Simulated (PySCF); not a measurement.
Isomers of C6H9NSi and their computed core-level spectra.

Computed with delta-SCF UKS SCAN, pcX-2 on the ionised atom, pcseg-1 elsewhere, spin-free X2C in PySCF. Geometries: PBE0-D3(BJ)/def2-SVP; isolated species, one conformer each.

Line lists (1s up to Mg, 2p3/2 beyond; areas count atoms within a level, one atom standing for each set equivalent by bonding):
1. C 1s: 290.84 (area 1), 291.27 (area 2), 291.41 (area 1), 291.89 (area 1), 292.42 (area 1) eV; N 1s: 404.66 eV; Si 2p3/2: 106.87 eV
2. C 1s: 290.62 (area 1), 290.78 (area 2), 290.81 (area 1), 290.93 (area 1), 292.51 (area 1) eV; N 1s: 403.40 eV; Si 2p3/2: 106.58 eV
3. C 1s: 289.32 (area 1), 289.68 (area 1), 289.96 (area 1), 290.25 (area 1), 290.35 (area 1), 290.57 (area 1) eV; N 1s: 405.39 eV; Si 2p3/2: 107.57 eV
4. C 1s: 290.07 (area 1), 290.32 (area 1), 290.33 (area 1), 290.54 (area 1), 290.58 (area 1), 291.82 (area 1) eV; N 1s: 403.43 eV; Si 2p3/2: 106.84 eV

Structures:
A. `[SiH2](C#C)/N=C/C=C\C`
B. `C(=N/[SiH3])(/C#C)C1CC1`
C. `N#C[C@]1(C[SiH3])[C@@H]2C[C@@H]21`
D. `C=CC1=CN([SiH3])C=C1`

Problem. Which list belongs to which compound?

Solution. 
- 1 = C: another candidate has the same counts of sites, so positions decide. C 1s: 290.84 sp3 carbon bound to silicon, 291.27 sp3 carbon at a ring junction (×2), 291.41 three-membered-ring carbon, 291.89 nitrile carbon, 292.42 sp3 carbon next to a nitrile; N 1s: 404.66 nitrile nitrogen; Si 2p3/2: 106.87 SiH3 silicon.
- 2 = B: another candidate has the same counts of sites, so positions decide. C 1s: 290.62 terminal alkyne carbon, 290.78 three-membered-ring carbon (×2), 290.81 three-membered-ring carbon, 290.93 alkyne carbon, 292.51 C=N carbon; N 1s: 403.40 C=N nitrogen; Si 2p3/2: 106.58 SiH3 silicon.
- 3 = D: another candidate has the same counts of sites, so positions decide. C 1s: 289.32 terminal =CH2 carbon, 289.68 aromatic CH carbon, 289.96 substituted aromatic carbon, 290.25 alkene CH carbon, 290.35 aromatic CH next to a ring nitrogen, 290.57 aromatic CH next to a ring nitrogen; N 1s: 405.39 pyrrole-type nitrogen; Si 2p3/2: 107.57 SiH3 silicon.
- 4 = A: another candidate has the same counts of sites, so positions decide. C 1s: 290.07 alkyne carbon, 290.32 terminal alkyne carbon, 290.33 alkene CH carbon, 290.54 alkene CH carbon, 290.58 allylic carbon, 291.82 C=N carbon; N 1s: 403.43 C=N nitrogen; Si 2p3/2: 106.84 SiH2 silicon.

2p3/2 and 2p1/2 are the ΔSCF energy of one spin-free 2p hole plus the eigenvalues of a spin–orbit and ligand-field matrix of the shell. 8 of these hole states are spin-contaminated (⟨S²⟩ up to 0.89, against 0.75; counted from 0.85) and less certain.
